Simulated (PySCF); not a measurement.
**Bromine: a sound run and one with changed settings**

Sound run: Br [Ar] 3d10 4s2 4p5, Br⁺ [Ar] 3d10 4s2 4p4. Computed with PySCF 2.14 in aug-cc-pVDZ-DK, with the spin-free X2C one-electron Hamiltonian (Gaussian nucleus). In the sound run the correlated levels freeze [Ar] 3d10. The sound run starts from symmetry-adapted Hartree-Fock orbitals and uses a fine grid where one is needed.

Changed run: the non-relativistic Hamiltonian (point nucleus). This setting is unsound on purpose.

| species | method | sound run (hartree) | changed run (hartree) | converged |
| --- | --- | --- | --- | --- |
| Br | UHF | -2604.30023 | -2552.61727 | yes |
| Br | TPSS | -2606.01616 | -2554.33891 | yes |
| Br | M06-2X | -2606.23245 | -2554.55499 | yes |
| Br | MP2 | -2604.39803 | -2552.71586 | yes |
| Br | CCSD(T) | -2604.41456 | -2552.73295 | yes |
| Br⁺ | UHF | -2603.90397 | -2552.21828 | yes |
| Br⁺ | TPSS | -2605.58093 | -2553.90079 | yes |
| Br⁺ | M06-2X | -2605.80039 | -2554.12058 | yes |
| Br⁺ | MP2 | -2603.97774 | -2552.29312 | yes |
| Br⁺ | CCSD(T) | -2603.99444 | -2552.31059 | yes |

Ionisation energy of Br:

```
 method  sound run (eV)  changed run (eV)
    UHF          10.783            10.857
   TPSS          11.843            11.922
 M06-2X          11.757            11.821
    MP2          11.437            11.503
SCS-MP2          11.414            11.481
   CCSD          11.415            11.477
CCSD(T)          11.432            11.493
```

Most of the change in total energy is the relativistic energy itself. On top of that the contraction fixes the core shape for the Hamiltonian it was made with, so the changed run is not a good calculation with the other Hamiltonian either.

For comparison, NIST gives 11.814 eV between the lowest levels.
